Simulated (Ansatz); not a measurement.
Isolated molecules relaxed with PBE0-D4/def2-TZVP in Ansatz; ΔE leaves out vibrations. CCSD(T)/CBS is the MP2 limit (def2-TZVPP, def2-QZVPP) plus CCSD(T) − MP2 in def2-TZVPP, frozen cores. This one scheme is used for every species. Functionals use def2-TZVPP. B3LYP here is the variant with VWN-RPA as its local correlation; programs differ in this. Each species was taken in one conformer, which may not be the lowest.

Consider the cleavage of the Si–Si bond: `N[SiH]([AlH2])[SiH3]` + `CB(N)O` → `CB(N)O[SiH3]` + `N[SiH2][AlH2]`.

| level | ΔE (kcal/mol) | difference from CCSD(T)/CBS |
| --- | --- | --- |
| PBE-D4 | -14.9 | 6.8 |
| PBE0-D4 | -17.1 | 4.6 |
| B3LYP-D4 | -21.6 | 0.1 |
| ωB97X-V | -21.6 | 0.1 |
| ωB97M-V | -22.3 | -0.6 |
| PBE0 | -17.2 | 4.5 |
| B3LYP | -21.8 | -0.1 |
| HF/def2-TZVPP | -28.6 | -6.9 |
| MP2/def2-TZVPP | -23.3 | -1.6 |
| SCS-MP2/def2-TZVPP | -24.7 | -3.0 |
| CCSD/def2-TZVPP | -22.8 | -1.1 |
| HF/def2-QZVPP | -29.0 | -7.3 |
| SCS-MP2/def2-QZVPP | -24.7 | -3.0 |
| HF/CBS(def2) | -29.1 | -7.4 |
| MP2/CBS(def2) | -23.2 | -1.5 |
| CCSD/CBS(def2) | -22.7 | -1.0 |
| CCSD(T)/CBS | -21.7 | 0 |

Largest T1 diagnostic among the species: 0.013.

In def2-TZVPP, CCSD(T) changes the Hartree–Fock value by +6.8 kcal/mol (the triples alone add +1.0 kcal/mol) and MP2 by +5.3 kcal/mol. From PBE to PBE0 (25 % exact exchange), in def2-TZVPP and without D4, ΔE moves by −2.2 kcal/mol.
